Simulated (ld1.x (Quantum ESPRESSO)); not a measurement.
u(r) = r·R(r): atom against pseudo-atom (platinum (Pt))

Columns: radius, all-electron u(r) and pseudo u(r) of the 6p shell (level -2.07 eV) of platinum in the configuration [Xe] 4f14 5d9 6s0.75 6p0; PBE, non-relativistic, TM scheme, ld1.x (Quantum ESPRESSO) 7.5.

```json
{"r (bohr)": "0.173", "all-electron": "-0.0612", "pseudo": "0.0019"}
{"r (bohr)": "0.345", "all-electron": "0.1080", "pseudo": "0.0075"}
{"r (bohr)": "0.518", "all-electron": "0.0169", "pseudo": "0.0171"}
{"r (bohr)": "0.690", "all-electron": "-0.1208", "pseudo": "0.0306"}
{"r (bohr)": "0.862", "all-electron": "-0.1797", "pseudo": "0.0483"}
{"r (bohr)": "1.035", "all-electron": "-0.1625", "pseudo": "0.0705"}
{"r (bohr)": "1.208", "all-electron": "-0.1002", "pseudo": "0.0972"}
{"r (bohr)": "1.380", "all-electron": "-0.0195", "pseudo": "0.1283"}
{"r (bohr)": "1.553", "all-electron": "0.0647", "pseudo": "0.1639"}
{"r (bohr)": "1.725", "all-electron": "0.1434", "pseudo": "0.2029"}
{"r (bohr)": "1.898", "all-electron": "0.2138", "pseudo": "0.2446"}
{"r (bohr)": "2.070", "all-electron": "0.2742", "pseudo": "0.2869"}
{"r (bohr)": "2.242", "all-electron": "0.3252", "pseudo": "0.3281"}
{"r (bohr)": "2.415", "all-electron": "0.3675", "pseudo": "0.3664"}
{"r (bohr)": "2.588", "all-electron": "0.4017", "pseudo": "0.4000"}
{"r (bohr)": "2.760", "all-electron": "0.4286", "pseudo": "0.4275"}
{"r (bohr)": "2.932", "all-electron": "0.4493", "pseudo": "0.4488"}
{"r (bohr)": "3.105", "all-electron": "0.4646", "pseudo": "0.4645"}
{"r (bohr)": "3.278", "all-electron": "0.4752", "pseudo": "0.4751"}
{"r (bohr)": "3.450", "all-electron": "0.4816", "pseudo": "0.4816"}
{"r (bohr)": "3.623", "all-electron": "0.4845", "pseudo": "0.4845"}
{"r (bohr)": "3.795", "all-electron": "0.4844", "pseudo": "0.4844"}
{"r (bohr)": "3.968", "all-electron": "0.4818", "pseudo": "0.4818"}
{"r (bohr)": "4.140", "all-electron": "0.4770", "pseudo": "0.4770"}
{"r (bohr)": "4.312", "all-electron": "0.4704", "pseudo": "0.4704"}
{"r (bohr)": "4.485", "all-electron": "0.4623", "pseudo": "0.4623"}
```

Problem. How many radial nodes do the two functions have?

Solution. The all-electron 6p function has n − l − 1 = 4 (the table is too coarse to show those close to the nucleus); the pseudo-wave has 0, since the states of the same l below it are removed with the core.

Problem. At about which radius was the pseudo-wave matched?

Solution. 3.45 bohr. The columns agree to 0.0005 from 3.10 bohr on; several derivatives are matched, so the curves merge somewhat inside the radius.

Problem. Is the pseudo-wave norm-conserving?

Solution. Yes: the TM scheme keeps the norm inside the radius equal to the all-electron one, which fixes the energy derivative of the logarithmic derivative at the level.
